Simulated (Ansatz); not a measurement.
Species: BHSeCl, charge 0, doublet. BHSeCl (SMILES ClB[Se], doublet).
B3LYP-D3(BJ)/def2-TZVP minimum from Ansatz (a first-principles code):
```xyz
4

B     -0.0323     0.1041    -0.9417
Cl    -1.7535     0.4383    -1.0122
H      0.6028     0.0879    -1.9450
Se     0.8638    -0.2371     0.7018
```
Charge 0, spin multiplicity 2.

Atomisation energy term by term, kcal/mol (programs: Ansatz). Radicals and triplets start from unrestricted determinants; spin-orbit coupling is neglected. Correlated methods leave the cores frozen (noble-gas shells, and filled d and f shells in the p block). No relativity. CBS(X,Y): correlation extrapolated as X^-3, Hartree-Fock from the larger set. A bracket is a step between two methods taken in the basis named. Where a partner has so few electrons that a lower coupled-cluster level is exact, that level stands in.

```csv
term,basis,kcal/mol
Hartree-Fock,def2-QZVPP,215.34
CCSD correlation,"CBS(def2-TZVPP,def2-QZVPP)",60.23
(T),"CBS(def2-TZVPP,def2-QZVPP)",6.68
CCSDT(Q) - CCSD(T),def2-SVP,0.46
sum: De,,282.7
```
